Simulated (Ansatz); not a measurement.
```yaml
crystal:
  periodic: [false, false, false]
  atoms:
    - {symbol: N, position_ang: [-0.163226, 0.945632, 1.124778]}
    - {symbol: C, position_ang: [0.425823, -0.387227, 0.220175]}
    - {symbol: O, position_ang: [2.148924, -0.355177, 0.503639]}
    - {symbol: Si, position_ang: [-0.276916, -0.582693, -1.178928]}
    - {symbol: F, position_ang: [-1.512259, 0.199181, -1.325092]}
    - {symbol: H, position_ang: [0.254152, 1.236967, 1.996631]}
    - {symbol: H, position_ang: [-0.977067, 1.065462, 1.053882]}
    - {symbol: H, position_ang: [0.535704, 0.135151, -2.454876]}
    - {symbol: H, position_ang: [-0.190041, -2.146321, -0.974285]}
basis:
  gaussian: {orbitals: STO-3G}
magnetization: {spin_polarized: true, initial_magnetization: 1}
hamiltonian: {xc: {name: B2PLYP}}
output: {forces: true}
```

```sh
$ ansatz run in.yaml --threads 2 --pin off --events-out ev --progress --plain --max-ram 4352MiB
```

**Question.** How does Ansatz answer? (An estimate is asked.)

**Answer.** The calculation gave: The input was rejected before any iteration.
```
Error: a molecule whose nuclei and cores have a total charge of 48 cannot have a net charge of 0 together with 1 unpaired electrons
```
